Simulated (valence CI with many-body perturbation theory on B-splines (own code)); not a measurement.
Sm L: electric-dipole lines

Calculated by valence CI with perturbative core correlation (CI+MBPT): three valence electrons over a frozen Dirac-Fock core [Ne], a basis of 11 s, 11 p, 9 d, 7 f, 5 g, 2 h, 1 i functions for each j, with the one-electron correlation potential Σ1 (screened to all orders), the two-electron term Σ2, the three-electron term Σ3, Breit, model QED; selected single and double excitations, second order for the rest (own B-spline code, finite nucleus).

The last digits are not significant, and no measured levels were compared; by estimate large intervals hold to a few tenths of a per cent, small ones and those within an open d or f shell to about a per cent.

Lines 1 to 50 of 272 in falling wavelength, among levels below 849.37 eV, chosen from the strongest by gf and those to the six lowest levels. Wavelengths and rates use the calculated energies. Electric multipoles are in the length gauge, E1 and E2 with the static RPA response of the core. Weak lines are less certain than strong ones. Lines between different terms over intervals too small for the method are left out, as are lines whose strength nearly cancels. Where a level lies close to another of its J and parity, the split of strength between their lines is uncertain. The highest levels of a list are the least certain.

Levels are named by their leading jj configuration (3d3/2^4 stands for four electrons in 3d with j = 3/2), which in mixed levels can hold well under half, so a name can repeat and another be missing. Letters in brackets count levels of one name in rising energy.

```csv
λ vac (Å),Upper,Lower,A (s⁻¹),S (a.u.) with core polarisation,S without
394.3,(3s^2 3p3/2) J=3/2,(3s 3p1/2^2) J=1/2,2.82e+06,3.42e-04,3.48e-04
124.1,(3s 3p1/2 3d3/2) J=5/2,(3s^2 3d3/2) J=3/2,5.36e+09,3.03e-02,3.09e-02
119.7,(3s 3p1/2 3p3/2) J=3/2 [a],(3s^2 3p3/2) J=3/2,1.20e+09,4.05e-03,4.13e-03
116.3,(3p1/2 3p3/2 3d5/2) J=7/2 [b],(3s 3p3/2 3d5/2) J=5/2 [b],7.57e+09,4.70e-02,4.78e-02
113.5,(3p1/2 3p3/2 3d5/2) J=9/2,(3s 3p3/2 3d5/2) J=7/2 [b],6.08e+09,4.38e-02,4.46e-02
105.6,(3s 3p1/2 3p3/2) J=5/2,(3s^2 3p3/2) J=3/2,7.95e+09,2.77e-02,2.82e-02
105.3,(3s 3p1/2 3d5/2) J=7/2,(3s^2 3d5/2) J=5/2,1.29e+10,5.94e-02,6.05e-02
102.6,(3p1/2^2 3d3/2) J=3/2,(3s 3p1/2 3d3/2) J=3/2 [b],9.66e+09,2.06e-02,2.10e-02
102.2,(3p1/2 3p3/2 3d3/2) J=5/2 [a],(3s 3p3/2 3d3/2) J=5/2 [a],6.92e+09,2.19e-02,2.23e-02
100.5,(3p1/2 3p3/2 3d5/2) J=9/2,(3s 3p3/2 3d5/2) J=7/2 [a],1.04e+10,5.22e-02,5.31e-02
100.1,(3p1/2^2 3d3/2) J=3/2,(3s 3p1/2 3d3/2) J=1/2,1.13e+10,2.23e-02,2.27e-02
98.30,(3p1/2^2 3p3/2) J=3/2,(3s 3p1/2 3p3/2) J=3/2 [b],6.57e+09,1.23e-02,1.26e-02
98.26,(3s 3p1/2^2) J=1/2,(3s^2 3p1/2) J=1/2,2.07e+10,1.93e-02,1.97e-02
97.85,(3s 3p1/2 3d5/2) J=5/2 [b],(3s^2 3d5/2) J=5/2,1.05e+10,2.91e-02,2.96e-02
97.02,(3p1/2 3p3/2 3d5/2) J=5/2 [a],(3s 3p3/2 3d5/2) J=3/2 [a],1.52e+10,4.10e-02,4.18e-02
96.40,(3p1/2 3p3/2^2) J=1/2,(3s 3p3/2^2) J=1/2,2.22e+10,1.96e-02,2.00e-02
96.15,(3p1/2 3p3/2 3d3/2) J=3/2 [a],(3s 3p3/2 3d3/2) J=3/2 [a],1.21e+10,2.13e-02,2.17e-02
96.12,(3p1/2 3p3/2 3d3/2) J=7/2,(3s 3p3/2 3d3/2) J=7/2,1.20e+10,4.22e-02,4.30e-02
95.61,(3p1/2 3p3/2 3d5/2) J=3/2 [b],(3s 3p3/2 3d5/2) J=1/2,1.63e+10,2.82e-02,2.87e-02
94.70,(3s 3p1/2 3d5/2) J=3/2,(3s^2 3d5/2) J=5/2,1.47e+10,2.46e-02,2.50e-02
94.42,(3p1/2^2 3d5/2) J=5/2,(3s 3p1/2 3d5/2) J=3/2,2.27e+10,5.66e-02,5.75e-02
93.88,(3p1/2 3p3/2 3d3/2) J=7/2,(3s 3p3/2 3d3/2) J=5/2 [a],5.87e+09,1.92e-02,1.95e-02
91.56,(3s 3p1/2 3p3/2) J=3/2 [b],(3s^2 3p3/2) J=3/2,1.35e+10,2.05e-02,2.09e-02
91.49,(3p1/2^2 3d5/2) J=5/2,(3s 3p1/2 3d5/2) J=5/2 [b],2.55e+10,5.79e-02,5.89e-02
91.46,(3p1/2 3p3/2 3d5/2) J=3/2 [a],(3s 3p3/2 3d5/2) J=5/2 [a],2.01e+10,3.04e-02,3.10e-02
89.54,(3p1/2 3p3/2 3d5/2) J=5/2 [a],(3s 3p3/2 3d5/2) J=5/2 [a],1.58e+10,3.36e-02,3.42e-02
89.04,(3p1/2 3p3/2 3d5/2) J=7/2 [b],(3s 3p3/2 3d5/2) J=7/2 [a],1.28e+10,3.57e-02,3.63e-02
88.55,(3s 3p1/2 3d3/2) J=3/2 [a],(3s 3p1/2 3p3/2) J=3/2 [b],1.20e+10,1.65e-02,1.68e-02
87.89,(3p1/2 3p3/2^2) J=5/2,(3s 3p3/2^2) J=5/2,1.75e+10,3.52e-02,3.58e-02
86.56,(3p1/2 3p3/2 3d5/2) J=5/2 [b],(3s 3p3/2 3d5/2) J=7/2 [a],1.50e+10,2.88e-02,2.93e-02
86.29,(3s 3p1/2 3p3/2) J=1/2,(3s^2 3p3/2) J=3/2,1.97e+10,1.25e-02,1.27e-02
86.05,(3p1/2^2 3p3/2) J=3/2,(3s 3p1/2 3p3/2) J=5/2,3.89e+10,4.89e-02,4.98e-02
85.97,(3p1/2 3p3/2 3d5/2) J=7/2 [a],(3s 3p3/2 3d5/2) J=9/2,3.66e+10,9.18e-02,9.34e-02
85.84,(3p1/2^2 3d5/2) J=5/2,(3s 3p1/2 3d5/2) J=7/2,4.81e+10,9.00e-02,9.16e-02
85.72,(3p1/2^2 3d3/2) J=3/2,(3s 3p1/2 3d3/2) J=5/2,5.24e+10,6.51e-02,6.63e-02
85.44,(3p1/2 3p3/2^2) J=3/2,(3s 3p3/2^2) J=5/2,3.26e+10,4.01e-02,4.09e-02
82.95,(3p1/2 3p3/2 3d3/2) J=5/2 [b],(3s 3p3/2 3d3/2) J=7/2,4.18e+10,7.06e-02,7.19e-02
82.56,(3s 3p1/2 3d3/2) J=5/2,(3s 3p1/2 3p3/2) J=3/2 [b],2.87e+09,4.78e-03,4.87e-03
81.97,(3p1/2 3p3/2 3d5/2) J=9/2,(3s 3p3/2 3d5/2) J=9/2,2.77e+10,7.52e-02,7.66e-02
81.76,(3p1/2 3p3/2 3d3/2) J=3/2 [b],(3s 3p3/2 3d3/2) J=5/2 [a],2.32e+10,2.51e-02,2.55e-02
81.35,(3p1/2 3p3/2 3d3/2) J=5/2 [a],(3p1/2 3p3/2^2) J=5/2,1.61e+10,2.57e-02,2.61e-02
80.09,(3p1/2^2 3d3/2) J=3/2,(3s 3p1/2 3d3/2) J=3/2 [a],2.55e+10,2.59e-02,2.64e-02
78.48,(3s 3p1/2 3d3/2) J=3/2 [a],(3s 3p1/2 3p3/2) J=5/2,1.32e+10,1.25e-02,1.28e-02
78.47,(3p1/2^2 3p3/2) J=3/2,(3s 3p1/2 3p3/2) J=3/2 [a],1.44e+10,1.38e-02,1.40e-02
73.73,(3s 3p1/2 3d3/2) J=5/2,(3s 3p1/2 3p3/2) J=5/2,7.31e+09,8.68e-03,8.82e-03
72.52,(3s 3p1/2 3d3/2) J=1/2,(3s 3p1/2 3p3/2) J=3/2 [b],3.07e+07,1.16e-05,1.20e-05
72.13,(3s 3p1/2 3d3/2) J=3/2 [a],(3s 3p1/2 3p3/2) J=3/2 [a],4.97e+07,3.68e-05,3.71e-05
71.26,(3s 3p1/2 3d3/2) J=3/2 [b],(3s 3p1/2 3p3/2) J=3/2 [b],5.57e+09,3.98e-03,4.04e-03
68.10,(3s 3p1/2 3d3/2) J=5/2,(3s 3p1/2 3p3/2) J=3/2 [a],3.35e+08,3.13e-04,3.18e-04
66.77,(3s^2 3d3/2) J=3/2,(3s^2 3p3/2) J=3/2,9.88e+07,5.81e-05,5.81e-05
```
